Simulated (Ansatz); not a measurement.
`N#[C][Ga]([Cl])[Cl]` + `CC(C)N` → `CC(C)[NH][Ga]([Cl])[Cl]` + `C#N` at 400 K and 1 bar (ligand exchange at a Ga–C bond).

Calculated with Ansatz (gas phase, PBE0-D4/def2-TZVP geometries, no zero-point term in ΔE). CBS: MP2 limit from def2 TZ/QZ plus the TZ coupled-cluster correction, frozen cores. This one scheme is used for every species. For Ga outer-core shells are correlated without core-valence functions, which leaves a few kJ/mol of doubt a bond. Scalar relativity is left out up to krypton. Each species was taken in one conformer, which may not be the lowest.

| species | CCSD(T)/CBS energy (Eh) | H − E (kJ/mol) | S (J/(mol·K)) |
| --- | --- | --- | --- |
| `N#[C][Ga]([Cl])[Cl]` | -2936.34762 | 56.8 | 377.6 |
| `CC(C)N` | -174.28253 | 345.1 | 329.2 |
| `CC(C)[NH][Ga]([Cl])[Cl]` | -3017.31832 | 343.5 | 488.8 |
| `C#N` | -93.32098 | 56.1 | 211.9 |

H − E and S are ideal-gas, rigid-rotor, harmonic terms from PBE0-D4/def2-TZVP, for one conformer and one mirror image of each species. 1 Eh = 2625.50 kJ/mol, R = 8.31446 J/(mol·K).

Question: By hand: ΔE, ΔH, ΔS and ΔG.

Answer: ΔE = (-3017.31832) + (-93.32098) − (-2936.34762) − (-174.28253) = -0.00915 Eh = -24.0 kJ/mol. Δ(H − E) = 343.5 + 56.1 − 56.8 − 345.1 = -2.3, so ΔH = -26.3 kJ/mol. ΔS = 488.8 + 211.9 − 377.6 − 329.2 = -6.1 J/(mol·K). ΔG = -26.3 − 400 × (-6.1)/1000 = -23.9 kJ/mol.

Question: By hand: the equilibrium constant, and the temperature at which ΔG would vanish if ΔH and ΔS stayed fixed.

Answer: log₁₀ K = −ΔG/(RT ln 10) = 3.1. ΔG = 0 at ΔH/ΔS = 4311 K, far beyond where these terms or the molecules hold.

The number of gas molecules stays the same, so ΔS is small and ΔH decides. A doubt of 5 kJ/mol in ΔE shifts log₁₀ K by 0.7 here. Other conformers and mirror images would add mixing entropy, several J/(mol·K) or more a flexible species. Modes under 60 cm⁻¹, often nearly free rotors, make the harmonic entropy too high. These are equilibria of isolated gas molecules and say nothing of rates. Largest T1 diagnostic: 0.014 (customary marks: 0.02 for closed shells, 0.045 for open ones).
